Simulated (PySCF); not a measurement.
Numbering as in the mapped SMILES `[CH2:1]=[CH:2][C:3]#[C:4][C:5](=[O:6])[OH:7]`; H(Xn) means a hydrogen on atom n. Ha(C1) is cis to C3; Hb(C1) is trans to C3.

Computed data (PySCF 2.14.0 with density-fitted response routines): shielding tensors at PBE0/pcSseg-1 (GIAO), geometry: GFN2-xTB. A single conformation, no relativistic terms, no solvent.

Scale: $^{13}$C (σ = 186.93 ppm), $^{1}$H (σ = 31.72 ppm) vs TMS; $^{17}$O (σ = 336.08 ppm) against H2O (reference shieldings calculated alike).

```json
{"atoms": "H(C2)", "nucleus": "$^{1}$H", "count": "1", "δ (ppm)": "?"}
{"atoms": "C3", "nucleus": "$^{13}$C", "count": "1", "δ (ppm)": "92.5"}
{"atoms": "C2", "nucleus": "$^{13}$C", "count": "1", "δ (ppm)": "123.3"}
{"atoms": "H(O7)", "nucleus": "$^{1}$H", "count": "1", "δ (ppm)": "6.30"}
{"atoms": "C4", "nucleus": "$^{13}$C", "count": "1", "δ (ppm)": "?"}
{"atoms": "Hb(C1)", "nucleus": "$^{1}$H", "count": "1", "δ (ppm)": "6.33"}
{"atoms": "Ha(C1)", "nucleus": "$^{1}$H", "count": "1", "δ (ppm)": "6.54"}
{"atoms": "O7", "nucleus": "$^{17}$O", "count": "1", "δ (ppm)": "?"}
{"atoms": "O6", "nucleus": "$^{17}$O", "count": "1", "δ (ppm)": "459.1"}
{"atoms": "C1", "nucleus": "$^{13}$C", "count": "1", "δ (ppm)": "146.4"}
{"atoms": "C5", "nucleus": "$^{13}$C", "count": "1", "δ (ppm)": "158.5"}
```

Complete the table.

Results:


- C4: 90.1 ppm, alkyne carbon; sp carbons lie upfield of alkene carbons because the cylindrical π system leaves one tensor component strongly shielded
- H(C2): 6.28 ppm, hydrogen on an alkene CH; olefinic region
- O7: 217.4 ppm, acid hydroxyl oxygen

OH and NH positions are those of a molecule without intermolecular hydrogen bonds; in solution they move with solvent, concentration and temperature, and exchange usually removes their couplings. Shifts are as computed. Against solution values, carbons near 30 ppm lie about +3 ppm off and those near 130 ppm about +5 ppm. Of 1211 compounds with measured shifts, 218 miss one by over three times the rms of a fit or turn the order of signals round; such compounds aren't used in these exercises. In solution the two oxygens of a carboxylic acid exchange roles by proton transfer and give one 17O line. Hydrogen bonding in solution shields acid and N–H amide carbonyl oxygens by tens of ppm. Hydrogen bonding in solution deshields acid and N–H amide carbonyl carbons by as much as 10 ppm beyond these values. Unscaled 17O shifts of doubly bonded oxygen tend to come out too high, by tens of ppm or more. Experimental scales use liquid or dissolved standards, which lie at an offset from isolated H2O (liquid H2O: subtract about 36 ppm).
